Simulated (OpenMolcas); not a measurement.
V2+: ligand-field states by method

V2+ with its 6 nearest fluoride ions at 2.043 Å, on the Ga site of K2NaGaF6 (a = 8.246 Å, distance in the model lattice 1.938 Å). The rest of the host is ab initio model potentials to 7.6 Å, with orthogonalisation functions on the cations behind the ligands, and point charges beyond; the distance is set by hand and nothing relaxes, and no local charge compensation is placed. Ligand basis ANO-RCC-VDZP.

```yaml
Program: OpenMolcas 26.06
Basis: ANO-RCC-VTZP [6s5p3d2f1g]
Scalar_Hamiltonian: DKH2, point nucleus
Active_space: 3 electrons in 5 orbitals (3d)
State_averaging: 2S+1 = 4 even, 10 roots; 2S+1 = 2 even, 40 roots
Spin-orbit_coupling: state interaction with AMFI integrals over the reference wave functions
```

I. CASSCF
II. SS-CASPT2, IPEA 0.25 Eh, imaginary shift 0.1 Eh (closed shells correlated: 3s 3p and the ligand valence shells)
III. SS-CASPT2, IPEA 0.5 Eh, imaginary shift 0.1 Eh (closed shells correlated: 3s 3p and the ligand valence shells)

Spin-free states (labels of O, the rotations of Oh) in cm-1, each column counted from its own energy of the first state listed:

```csv
State,Degeneracy,I,II,III
4A2,1,0,0,0
4T2,3,12520,13580,13510
2E,2,16737,13090,13080
2T1,3,17552,13880,13770
4T1,3,20057,19940,20370
2T2,3,23730,18990,19190
2A1,1,26571,23350,24150
2T2,3,29739,27370,27610
2T1,3,30234,27520,27670
2E,2,31985,28070,28590
4T1,3,32103,30490,31030
2T1,3,36101,32430,32870
2T2,3,42426,38600,38850
2T1,3,42950,41890,41960
2A2,1,45257,38830,39710
2T2,3,47284,42420,43060
2E,2,50596,46850,47280
2T1,3,53645,49260,49800
2E,2,69771,62480,62880
2T2,3,72853,65860,65670
```

From I to II, I's first state of the same spin (4T2) moves from 12520 to 13580 cm-1, by about +1100 cm-1.

From I to II, I's first state of another spin (2E) moves from 16737 to 13090 cm-1, by about -3600 cm-1.

I: A least-squares ligand-field fit to the states below 45000 cm-1, each weighted by its degeneracy and with a free common offset, gives 10Dq = 12937 cm-1, B = 954 cm-1 and C = 3484 cm-1 (C/B = 3.65), with an rms deviation of 192 cm-1. The same method and metal basis give the free ion B = 959 cm-1 (fit to its terms below 60000 cm-1, rms deviation 74 cm-1), so the nephelauxetic ratio is β = 954 / 959 = 0.99; it hangs on how both fits weigh the states, and computed free-ion B values tend to be too large, so β mixes covalency with correlation.

II: A least-squares ligand-field fit to the states below 45000 cm-1, each weighted by its degeneracy and with a free common offset, gives 10Dq = 13911 cm-1, B = 739 cm-1 and C = 2823 cm-1 (C/B = 3.82), with an rms deviation of 619 cm-1. The same method and metal basis give the free ion B = 813 cm-1 (fit to its terms below 60000 cm-1, rms deviation 360 cm-1), so the nephelauxetic ratio is β = 739 / 813 = 0.91; it hangs on how both fits weigh the states, and computed free-ion B values tend to be too large, so β mixes covalency with correlation.

III: A least-squares ligand-field fit to the states below 45000 cm-1, each weighted by its degeneracy and with a free common offset, gives 10Dq = 14091 cm-1, B = 760 cm-1 and C = 2817 cm-1 (C/B = 3.71), with an rms deviation of 472 cm-1. 

From I to II, 10Dq changes by +8 %, B by -23 % and C by -19 %.

χT at 300 K: I 1.86, II 1.86, III 1.86 cm3 K/mol.

Roots that are degenerate in the reference are averaged as groups; the widest CASPT2 spread within a group is 240 cm-1 (the 3-fold group of multiplicity 4 near 19900 cm-1 above the lowest state of its run, II). Shifts and gaps below about the spread of the groups concerned are not significant. Over all roots computed the reference weight is 0.73 to 0.74 in II, 0.74 in III; a low but even weight reflects the number of correlated electrons. Ligand-to-metal charge-transfer states are missing. With no ligand orbital active B as a rule stays too high, so bands that hang on it stand too high and its fall with covalency is understated. Without dynamic correlation the repulsion within the d shell is too large (B by tens of per cent), so at a given field states of lower spin stand too high (holds for I). With metal d orbitals alone and no dynamic correlation 10Dq can be off by a tenth to a fifth, either way, in oxide and fluoride hosts (holds for I). With one d shell and no ligand orbital active, 10Dq can be off by tens of per cent for divalent 3d ions, low with halides held by bare charges and at times high in hosts (holds for II; III). Free-ion shares, where given, are those of the reference states; single-state CASPT2 does not remix them (holds for II; III). No measured value stands beside these numbers; the geometry was set by hand and not optimised.
